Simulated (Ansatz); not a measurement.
Consider the cleavage of the Si–Ge bond: `[NH2][GeH2][SiH](N)O` + H–F → `N[SiH](O)F` + `[NH2][GeH3]`.

Gas-phase electronic energies from Ansatz, PBE0-D4/def2-TZVP geometries. CBS: MP2 limit from def2 TZ/QZ plus the TZ coupled-cluster correction, frozen cores. This one scheme is used for every species. DFT in def2-TZVPP. For Ge outer-core shells are correlated without core-valence functions, which leaves a few kJ/mol of doubt a bond. Scalar relativity is left out up to krypton. One conformer a species, not always the lowest.

```tsv
level	ΔE (kJ/mol)
PBE0	-150.6
MP2/def2-QZVPP	-157.9
```

(1) What does CCSD(T)/CBS give? (Estimate.)

Largest T1 diagnostic among the species: 0.011.

## Answers

(1) The calculation gave: -155.1 kJ/mol. The listed levels differ from it by 4.5, -2.8 kJ/mol.

From PBE to PBE0 (25 % exact exchange), in def2-TZVPP and without D4, ΔE moves by −6.9 kJ/mol. In def2-TZVPP, CCSD(T) changes the Hartree–Fock value by +35.8 kJ/mol (the triples alone add +4.7 kJ/mol) and MP2 by +35.2 kJ/mol.
